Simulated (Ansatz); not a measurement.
Ansatz (an electronic-structure program) input (RPA@PBE/def2-QZVPP):
A basis named .json is the Basis Set Exchange file of that set.

Ansatz 0.2 input:
```yaml
crystal:
  periodic: [false, false, false]
  atoms:
    - {symbol: F, position_ang: [-1.23374170, -1.03391258, -0.99026569]}
    - {symbol: Sn, position_ang: [0.00000000, 0.00000000, 0.00000000]}
    - {symbol: F, position_ang: [0.46246550, 1.54435274, -0.98631649]}
    - {symbol: F, position_ang: [-0.78245155, 0.51224916, 1.64228205]}
    - {symbol: F, position_ang: [1.55372775, -1.02268932, 0.33430014]}
basis:
  gaussian:
    orbitals: def2-QZVPP.json
hamiltonian:
  xc: pbe
magnetization: {spin_polarized: false}
correlation: {method: rpa, electrons: outside_noble_gas}
```

Output:

```
Functional definition: PBE
integrals: 0.88 GiB planned
1974 factors; integrals over basis functions are off by at most 6.6e-4 eV
0.36 GiB of the device are held for the grids
2.63 GiB of device memory are held for the factors and their scratch space
mean field: 2.41 GiB planned
mean field evaluation 1: about -16689.2400 eV, gradient 7.8e1 eV
mean field evaluation 2: about -16689.2564 eV, gradient 7.8e1 eV
mean field evaluation 4: about -16697.6944 eV, gradient 4.4e0 eV
mean field evaluation 8: about -16697.7298 eV, gradient 6.5e-1 eV
mean field evaluation 16: about -16697.7304 eV, gradient 1.2e-5 eV
mean field -16697.73035721 eV, -613.6302724994 hartree, gradient 4.2e-6 eV, S^2 0.000000; 0 other end points of the search recorded, 0 dependent functions left out
13 core orbitals not correlated, not the lowest: weight in the atoms' cores, before any rotation towards them, 0.647 or more for the frozen orbitals, at most 0.347 for the correlated occupied ones
reference -16635.15891468 eV, -611.3308143988 hartree; 16, 16 occupied and 281, 281 virtual orbitals, 1974 factors
Total energy: -16685.37647257 eV, -613.1762756125 hartree
```
